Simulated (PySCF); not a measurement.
Electron correlation in K³⁺ (potassium, charge +3)

[Ne] 3s2 3p4, high-spin 3P determinant. All numbers are calculated (PySCF 2.14, scalar relativity by spin-free X2C-1e, in aug-cc-pVDZ-X2C (6s5p3d, 36 functions)). Frozen: [Ne] 3s2; 4 electrons correlated.

Total MP2 correlation energy: -0.89 mhartree.

Same-spin part -0.36 and opposite-spin part -0.53 mhartree; SCS-MP2 scales them by 1/3 and 6/5 to -0.75 mhartree.

```csv
level,correlation energy (mhartree)
CCSD,-0.93
(T),0.00
CCSD(T),-0.93
```

Diagnostics: T1 = 0.00018, D1 = 0.0003, largest double amplitude 0.006.

Cost of the coupled-cluster step: 0.21 s of wall time on 1 thread of Neoverse-V2 (shared host), for 4 correlated electrons.
